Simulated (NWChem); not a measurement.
System: MgF$_{2}$ cation, doublet; SMILES of the neutral closed-shell parent [F][Mg][F]

Parts of the log:

```
             Northwest Computational Chemistry Package (NWChem) 7.3.0
             --------------------------------------------------------

 C2V symmetry detected

                             Geometry "geometry" -> ""
                             -------------------------

 Output coordinates in angstroms (scale by  1.889725989 to convert to a.u.)

  No.       Tag          Charge          X              Y              Z
 ---- ---------------- ---------- -------------- -------------- --------------
    1 Mg                  12.0000     0.00000000     0.00000000     0.00681240
    2 F                    9.0000     1.82957500     0.00000000    -0.00454160
    3 F                    9.0000    -1.82957500     0.00000000    -0.00454160

 Effective nuclear repulsion energy (a.u.)      74.1875918838

      Symmetry information
      --------------------

 Group name             C2v
 Group number             16
 Group order               4
 No. of unique centers     2

                                 NWChem DFT Module
                                 -----------------

 Summary of "ao basis" -> "ao basis" (spherical)
 ------------------------------------------------------------------------------
       Tag                 Description            Shells   Functions and Types
 ---------------- ------------------------------  ------  ---------------------
 Mg                        def2-tzvp                12       32   5s4p3d
 F                         def2-tzvp                11       31   5s3p2d1f

      Symmetry analysis of basis
      --------------------------

        a1         36
        a2         13
        b1         28
        b2         17

            General Information
            -------------------
          SCF calculation type: DFT
          Wavefunction type:  spin polarized.
          No. of atoms     :     3
          No. of electrons :    29
           Alpha electrons :    15
            Beta electrons :    14
          Charge           :     1
          Spin multiplicity:     2
          Use of symmetry is: on ; symmetry adaption is: on
          Maximum number of iterations: 150
          AO basis - number of functions:    94
                     number of shells:    34
          Convergence on energy requested:  1.00D-06
          Convergence on density requested:  1.00D-05
          Convergence on gradient requested:  5.00D-04

              XC Information
              --------------
                     r^2SCAN0 Method XC Functional
                     Hartree-Fock (Exact) Exchange  0.250
               r^2SCAN metaGGA Exchange Functional  0.750
                     r^2SCAN Correlation Potential  1.000

             Grid Information
             ----------------
          Grid used for XC integration:  medium
          Radial quadrature: Mura-Knowles
          Angular quadrature: Lebedev.
          Tag              B.-S. Rad. Rad. Pts. Rad. Cut. Ang. Pts.
          ---              ---------- --------- --------- ---------
          Mg                  1.50       88           8.0       590
          F                   0.50       49           9.0       434
          Grid pruning is: on
          Number of quadrature shells:   137
          Spatial weights used:  Erf1

      Superposition of Atomic Density Guess
      -------------------------------------

 Sum of atomic energies:        -398.44278792

 Renormalizing density from      30.00 to     29

      Non-variational initial energy
      ------------------------------

 Total energy =    -389.953849
 1-e energy   =    -681.956968
 2-e energy   =     217.815528
 HOMO         =      -1.053618
 LUMO         =      -0.425057

   Symmetry analysis of molecular orbitals - initial alpha
   -------------------------------------------------------

  Numbering of irreducible representations:

     1 a1          2 a2          3 b1          4 b2

  Orbital symmetries:

     1 a1          2 a1          3 b1          4 a1          5 b1
     6 a1          7 b2          8 a1          9 b1         10 a1
    11 b1         12 a1         13 b2         14 a2         15 b1
    16 a1         17 b2         18 a1         19 b1         20 a1
    21 b2         22 a1         23 a2         24 b1         25 a1

   Symmetry analysis of molecular orbitals - initial beta
   ------------------------------------------------------

  Numbering of irreducible representations:

     1 a1          2 a2          3 b1          4 b2

  Orbital symmetries:

     1 a1          2 a1          3 b1          4 a1          5 b1
     6 a1          7 b2          8 a1          9 b1         10 a1
    11 b1         12 a1         13 b2         14 a2         15 b1
    16 a1         17 b2         18 a1         19 b1         20 a1
    21 b2         22 a1         23 a2         24 b1         25 a1

     ---------------------------------------------
      Total Density - Mulliken Population Analysis
     ---------------------------------------------

    Atom       Charge   Shell Charges
 -----------   ------   -------------------------------------------------------
    1 Mg  12    10.34   2.00  0.75  1.25  0.18 -0.01  5.28  0.72  0.08  0.00  0.00  0.09 -0.00
    2 F    9     9.33   0.78  1.20  0.67  1.03  0.30  2.44  2.22  0.71  0.00  0.00  0.00
    3 F    9     9.33   0.78  1.20  0.67  1.03  0.30  2.44  2.22  0.71  0.00  0.00  0.00

     --------------------------------------------
      Spin Density - Mulliken Population Analysis
     --------------------------------------------

    Atom       Charge   Shell Charges
 -----------   ------   -------------------------------------------------------
    1 Mg  12     0.01   0.00  0.00  0.00  0.00  0.00  0.00  0.00 -0.00  0.00  0.00  0.01 -0.00
    2 F    9     0.50   0.00 -0.00  0.00 -0.00  0.00  0.23  0.20  0.07  0.00  0.00  0.00
    3 F    9     0.50   0.00 -0.00  0.00 -0.00  0.00  0.23  0.20  0.07  0.00  0.00  0.00

   convergence    iter        energy       DeltaE   RMS-Dens  Diis-err
 ---------------- ----- ----------------- --------- --------- ---------
 d= 0,ls=0.0,diis     1   -399.2217330845 -4.73D+02  4.66D-03  5.85D-01
                                                     5.14D-03  5.93D-01
 d= 0,ls=0.0,diis     2   -399.1983099165  2.34D-02  2.81D-03  6.58D-01
                                                     2.82D-03  5.55D-01
 d= 0,ls=0.0,diis     3   -399.3655766901 -1.67D-01  3.65D-04  1.29D-02
                                                     4.43D-04  1.51D-02
 d= 0,ls=0.0,diis     4   -399.3693250969 -3.75D-03  5.56D-05  2.23D-04
                                                     6.55D-05  1.83D-04
 d= 0,ls=0.0,diis     5   -399.3693843084 -5.92D-05  2.47D-05  1.25D-05
                                                     1.51D-05  1.35D-06
  Resetting Diis
 d= 0,ls=0.0,diis     6   -399.3693896420 -5.33D-06  4.27D-06  6.01D-08
                                                     5.44D-06  5.12D-07
 d= 0,ls=0.0,diis     7   -399.3693898992 -2.57D-07  5.51D-07  1.13D-08
                                                     1.39D-06  1.80D-08

         Total DFT energy =     -399.369389899182
      One electron energy =     -698.598043536761
           Coulomb energy =      262.095092343087
    Exchange-Corr. energy =      -37.054030589269
 Nuclear repulsion energy =       74.187591883761

 Numeric. integr. density =       29.000003086750

                  Occupations of the irreducible representations
                  ----------------------------------------------

                     irrep           alpha         beta
                     --------     --------     --------
                     a1                7.0          7.0
                     a2                1.0          1.0
                     b1                5.0          4.0
                     b2                2.0          2.0

                    DFT Final Alpha Molecular Orbital Analysis
                    ------------------------------------------

 Vector   13  Occ=1.000000D+00  E=-7.331480D-01  Symmetry=b1
              MO Center=  2.2D-13, -4.0D-16, -4.5D-03, r^2= 3.8D+00
   Bfn.  Coefficient  Atom+Function         Bfn.  Coefficient  Atom+Function
  ----- ------------  ---------------      ----- ------------  ---------------
    38      0.350415  2 F  px                69      0.350415  3 F  px
    41      0.302234  2 F  px                72      0.302234  3 F  px
    44      0.158351  2 F  px                75      0.158351  3 F  px
     6      0.121125  1 Mg px                12     -0.106189  1 Mg px
    36      0.039611  2 F  s                 67     -0.039611  3 F  s

 Vector   14  Occ=1.000000D+00  E=-7.133822D-01  Symmetry=b2
              MO Center=  3.4D-11, -3.9D-15, -4.4D-03, r^2= 3.7D+00
   Bfn.  Coefficient  Atom+Function         Bfn.  Coefficient  Atom+Function
  ----- ------------  ---------------      ----- ------------  ---------------
    39      0.356569  2 F  py                70      0.356569  3 F  py
    42      0.297955  2 F  py                73      0.297955  3 F  py
    45      0.184946  2 F  py                76      0.184946  3 F  py
    13      0.061166  1 Mg py                 7     -0.040555  1 Mg py

 Vector   15  Occ=1.000000D+00  E=-7.133201D-01  Symmetry=a2
              MO Center= -3.4D-11,  1.2D-15, -4.3D-03, r^2= 3.7D+00
   Bfn.  Coefficient  Atom+Function         Bfn.  Coefficient  Atom+Function
  ----- ------------  ---------------      ----- ------------  ---------------
    39      0.357438  2 F  py                70     -0.357438  3 F  py
    42      0.300464  2 F  py                73     -0.300464  3 F  py
    45      0.175608  2 F  py                76     -0.175608  3 F  py
    23      0.051553  1 Mg d -2

 Vector   16  Occ=0.000000D+00  E=-2.841869D-01  Symmetry=a1
              MO Center= -4.4D-15, -1.6D-15,  2.1D-02, r^2= 3.4D+00
   Bfn.  Coefficient  Atom+Function         Bfn.  Coefficient  Atom+Function
  ----- ------------  ---------------      ----- ------------  ---------------
     4      0.822999  1 Mg s                  5      0.373454  1 Mg s
     3     -0.288850  1 Mg s                 38      0.106066  2 F  px
    69     -0.106066  3 F  px                37     -0.097323  2 F  s
    68     -0.097323  3 F  s                  2      0.089770  1 Mg s
    36     -0.089408  2 F  s                 67     -0.089408  3 F  s

 Vector   17  Occ=0.000000D+00  E=-1.883385D-01  Symmetry=a1
              MO Center= -3.2D-15,  1.2D-16, -7.6D-03, r^2= 4.7D+00
   Bfn.  Coefficient  Atom+Function         Bfn.  Coefficient  Atom+Function
  ----- ------------  ---------------      ----- ------------  ---------------
    17      0.744421  1 Mg pz                14      0.422424  1 Mg pz
     8     -0.170707  1 Mg pz                40     -0.093324  2 F  pz
    71     -0.093324  3 F  pz                46     -0.080109  2 F  pz
    77     -0.080109  3 F  pz                43     -0.071338  2 F  pz
    74     -0.071338  3 F  pz                11     -0.046519  1 Mg pz

 Vector   18  Occ=0.000000D+00  E=-1.832562D-01  Symmetry=b2
              MO Center= -3.8D-16,  2.9D-15,  1.1D-02, r^2= 4.7D+00
   Bfn.  Coefficient  Atom+Function         Bfn.  Coefficient  Atom+Function
  ----- ------------  ---------------      ----- ------------  ---------------
    16      0.749141  1 Mg py                13      0.419887  1 Mg py
     7     -0.169872  1 Mg py                39     -0.098050  2 F  py
    70     -0.098050  3 F  py                45     -0.090178  2 F  py
    76     -0.090178  3 F  py                42     -0.075679  2 F  py
    73     -0.075679  3 F  py                10     -0.045492  1 Mg py

                     DFT Final Beta Molecular Orbital Analysis
                     -----------------------------------------

 Vector   12  Occ=1.000000D+00  E=-6.960372D-01  Symmetry=b2
              MO Center= -1.7D-16, -2.0D-16, -4.4D-03, r^2= 3.7D+00
   Bfn.  Coefficient  Atom+Function         Bfn.  Coefficient  Atom+Function
  ----- ------------  ---------------      ----- ------------  ---------------
    39      0.352744  2 F  py                70      0.352744  3 F  py
    42      0.294593  2 F  py                73      0.294593  3 F  py
    45      0.191730  2 F  py                76      0.191730  3 F  py
    13      0.066397  1 Mg py                 7     -0.042684  1 Mg py

 Vector   13  Occ=1.000000D+00  E=-6.958316D-01  Symmetry=a2
              MO Center=  2.6D-16, -4.8D-16, -4.3D-03, r^2= 3.7D+00
   Bfn.  Coefficient  Atom+Function         Bfn.  Coefficient  Atom+Function
  ----- ------------  ---------------      ----- ------------  ---------------
    39      0.353839  2 F  py                70     -0.353839  3 F  py
    42      0.297467  2 F  py                73     -0.297467  3 F  py
    45      0.181807  2 F  py                76     -0.181807  3 F  py
    23      0.054575  1 Mg d -2

 Vector   14  Occ=1.000000D+00  E=-5.957406D-01  Symmetry=a1
              MO Center= -1.2D-14,  1.0D-16, -4.5D-03, r^2= 3.8D+00
   Bfn.  Coefficient  Atom+Function         Bfn.  Coefficient  Atom+Function
  ----- ------------  ---------------      ----- ------------  ---------------
    40      0.331603  2 F  pz                71      0.331603  3 F  pz
    43      0.286930  2 F  pz                74      0.286930  3 F  pz
    46      0.210842  2 F  pz                77      0.210842  3 F  pz
    14      0.093681  1 Mg pz                 8     -0.052931  1 Mg pz
    17      0.038972  1 Mg pz

 Vector   15  Occ=0.000000D+00  E=-5.579125D-01  Symmetry=b1
              MO Center=  1.5D-14, -4.0D-17, -4.0D-03, r^2= 3.8D+00
   Bfn.  Coefficient  Atom+Function         Bfn.  Coefficient  Atom+Function
  ----- ------------  ---------------      ----- ------------  ---------------
    40      0.334644  2 F  pz                71     -0.334644  3 F  pz
    43      0.292514  2 F  pz                74     -0.292514  3 F  pz
    46      0.198897  2 F  pz                77     -0.198897  3 F  pz
    26     -0.063051  1 Mg d  1              31     -0.039158  1 Mg d  1

 Vector   16  Occ=0.000000D+00  E=-2.853444D-01  Symmetry=a1
              MO Center= -1.9D-15, -6.8D-15,  2.0D-02, r^2= 3.4D+00
   Bfn.  Coefficient  Atom+Function         Bfn.  Coefficient  Atom+Function
  ----- ------------  ---------------      ----- ------------  ---------------
     4      0.816784  1 Mg s                  5      0.376625  1 Mg s
     3     -0.286765  1 Mg s                 38      0.109139  2 F  px
    69     -0.109139  3 F  px                37     -0.099546  2 F  s
    68     -0.099546  3 F  s                 36     -0.090365  2 F  s
    67     -0.090365  3 F  s                 41      0.089435  2 F  px

 Vector   17  Occ=0.000000D+00  E=-1.840030D-01  Symmetry=b2
              MO Center= -1.8D-15,  2.2D-11,  1.1D-02, r^2= 4.7D+00
   Bfn.  Coefficient  Atom+Function         Bfn.  Coefficient  Atom+Function
  ----- ------------  ---------------      ----- ------------  ---------------
    16      0.747587  1 Mg py                13      0.423000  1 Mg py
     7     -0.169964  1 Mg py                39     -0.101001  2 F  py
    70     -0.101001  3 F  py                45     -0.094935  2 F  py
    76     -0.094935  3 F  py                42     -0.077954  2 F  py
    73     -0.077954  3 F  py                10     -0.045971  1 Mg py

     ---------------------------------------------
      Total Density - Mulliken Population Analysis
     ---------------------------------------------

    Atom       Charge   Shell Charges
 -----------   ------   -------------------------------------------------------
    1 Mg  12    10.55   2.00  0.70  1.30  0.22 -0.03  5.13  0.87  0.19  0.02  0.00  0.13  0.02
    2 F    9     9.23   0.77  1.20  0.63  1.00  0.38  2.22  2.11  0.92  0.00  0.00  0.00
    3 F    9     9.23   0.77  1.20  0.63  1.00  0.38  2.22  2.11  0.92  0.00  0.00  0.00

     --------------------------------------------
      Spin Density - Mulliken Population Analysis
     --------------------------------------------

[...]
```

Level: r2SCAN0/def2-TZVP, spin-unrestricted. The geometry was optimised at PBE0-D3(BJ)/def2-TZVP, spin-unrestricted. The spin multiplicity was typed, not searched, and may not be the lowest. No stability test was run on the SCF state.

### Question
Write an input that gives this output.

### Answer
One answer among several that fit: the input that was run:
```
start job
memory heap 200 mb stack 900 mb global 1100 mb
charge 1
geometry units angstroms noautoz
  Mg     0.000000     0.000000    -0.001189
  F      1.829575     0.000000    -0.012543
  F     -1.829575     0.000000    -0.012543
end
basis spherical
  * library def2-tzvp
end
dft
  odft
  mult 2
  xc r2scan0
  iterations 150
  mulliken
end
task dft energy
```
